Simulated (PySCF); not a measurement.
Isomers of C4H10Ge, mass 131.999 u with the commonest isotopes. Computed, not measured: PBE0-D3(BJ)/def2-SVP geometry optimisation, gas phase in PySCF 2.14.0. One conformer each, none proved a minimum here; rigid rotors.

Problem. Order these by rotational constant A, smallest first.
A. `[CH3:1][GeH:2]1[CH2:3][CH2:4][CH2:5]1` with C1–Ge2–C3–C4 94°, Ge2–C3–C4–C5 22°, C3–C4–C5–Ge2 -22°, C1–Ge2–C5–C4 -93°
B. `C[C]1([GeH3])CC1`
C. `[CH3:1][CH2:2]/[CH:3]=[CH:4]\[GeH3:5]` with C1–C2–C3–C4 -123°
D. `[CH3:1][CH:2]1[CH2:3][GeH2:4][CH2:5]1` with C1–C2–C3–Ge4 99°, C2–C3–Ge4–C5 16°, C3–Ge4–C5–C2 -16°, C1–C2–C5–Ge4 -99°
E. `[CH2:1]=[CH:2][CH2:3][CH2:4][GeH3:5]` with C1–C2–C3–C4 -115°, C2–C3–C4–Ge5 -62°

Solution. B (5325 MHz), A (5493 MHz), D (6191 MHz), C (7408 MHz), E (7923 MHz).

Problem. Order these by rotational constant B, largest first.
A. `C[C]1([GeH3])CC1`
B. `[CH3:1][CH:2]1[CH2:3][GeH2:4][CH2:5]1` with C1–C2–C3–Ge4 99°, C2–C3–Ge4–C5 16°, C3–Ge4–C5–C2 -16°, C1–C2–C5–Ge4 -99°
C. `[CH2:1]=[CH:2][CH2:3][CH2:4][GeH3:5]` with C1–C2–C3–C4 -115°, C2–C3–C4–Ge5 -62°
D. `[CH3:1][GeH:2]1[CH2:3][CH2:4][CH2:5]1` with C1–Ge2–C3–C4 94°, Ge2–C3–C4–C5 22°, C3–C4–C5–Ge2 -22°, C1–Ge2–C5–C4 -93°

Solution. D (2566 MHz), B (2231 MHz), A (2109 MHz), C (1280 MHz).

Problem. Order these by radius of gyration √(Σ m r²/M), largest first.
A. `[CH3:1][CH:2]1[CH2:3][GeH2:4][CH2:5]1` with C1–C2–C3–Ge4 99°, C2–C3–Ge4–C5 16°, C3–Ge4–C5–C2 -16°, C1–C2–C5–Ge4 -99°
B. `[CH2:1]=[CH:2][CH2:3][CH2:4][GeH3:5]` with C1–C2–C3–C4 -115°, C2–C3–C4–Ge5 -62°
C. `C[C]1([GeH3])CC1`
D. `[CH3:1][GeH:2]1[CH2:3][CH2:4][CH2:5]1` with C1–Ge2–C3–C4 94°, Ge2–C3–C4–C5 22°, C3–C4–C5–Ge2 -22°, C1–Ge2–C5–C4 -93°

Solution. B (1.834 Å), C (1.532 Å), A (1.447 Å), D (1.368 Å).

| SMILES | point group | Ia (u·Å²) | Ib (u·Å²) | Ic (u·Å²) | κ | μa (D) | μb (D) | μc (D) |
| --- | --- | --- | --- | --- | --- | --- | --- | --- |
| [CH3][GeH]1[CH2]C[CH2]1 | Cs | 92.00 | 196.95 | 205.11 | -0.93 | 0.26 | 0.01 | 0.41 |
| C=CC[CH2][GeH3] | C1 | 63.79 | 394.73 | 429.45 | -0.97 | 0.35 | 0.62 | 0.12 |
| CC/C=[CH]\[GeH3] | C1 | 68.22 | 389.28 | 428.79 | -0.96 | 1.04 | 0.18 | 0.08 |
| CC1[CH2][GeH2][CH2]1 | Cs | 81.64 | 226.52 | 244.76 | -0.92 | 0.40 | 0.00 | 0.24 |
| C[C]1([GeH3])CC1 | Cs | 94.90 | 239.61 | 285.15 | -0.81 | 0.76 | 0.16 | 0.00 |
